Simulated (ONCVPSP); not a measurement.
# Which change was made? (O, ONCV)

- Element: O (Z = 8)
- Generator: ONCVPSP 4.0.1
- Type: optimised norm-conserving Vanderbilt (ONCV)
- Functional: PBEsol
- Relativity: scalar-relativistic
- Frozen core: [He]
- Valence charge: 6
- Reference configuration: 2s2 2p4
- Partial waves: 2s: rc 0.60 bohr, ncon 4, nbas 7, qcut 9.6 1/bohr, 2 projectors, debl 1.2 Ha; 2p: rc 1.20 bohr, ncon 3, nbas 6, qcut 9.7 1/bohr, 2 projectors, debl 2.3 Ha
- Local potential: polynomial inside 0.45 bohr (lpopt 5, dvloc0 0 Ha)
- Core correction: polynomial model core, fcfact 0.15

Cutoffs, loose and tight: the cutoffs (Ha) at which the residual kinetic energy of the hardest occupied pseudo-wave falls to 1 and 0.1 mHa per electron. They do not see the model core or the augmentation charge, which bear on the density cutoff. Test errors are all-electron minus pseudo excitation energies from the reference, over the configurations 2s2 2p3; 2s2 2p2; 2s2 2p1; 2s2 2p3.5; variants that change the core or the reference have their own tests.

The base gives: outcome: generated; cutoff, loose: 268 Ha; cutoff, tight: 345 Ha; bound ghosts: s; GHOST(+) flags above zero: s; largest test error (meV): +395.

(1) After one change the result is: outcome: generated; cutoff, loose: 268 Ha; cutoff, tight: 345 Ha; bound ghosts: s; GHOST(+) flags above zero: s; largest test error (meV): +291. Which change was it?
A. p: rc 1.38
B. p: rc 0.96
C. p: rc 1.1
D. p: rc 1.64

Results:

(1) C. The others give: p: rc 1.64 → outcome: generated; cutoff, loose: 268 Ha; cutoff, tight: 345 Ha; bound ghosts: s; GHOST(+) flags above zero: s; largest test error (meV): +1023 | p: rc 1.38 → outcome: generated; cutoff, loose: 268 Ha; cutoff, tight: 345 Ha; bound ghosts: s; GHOST(+) flags above zero: s; largest test error (meV): +590 | p: rc 0.96 → outcome: generated; cutoff, loose: 268 Ha; cutoff, tight: 345 Ha; bound ghosts: s; GHOST(+) flags above zero: s; largest test error (meV): +174.
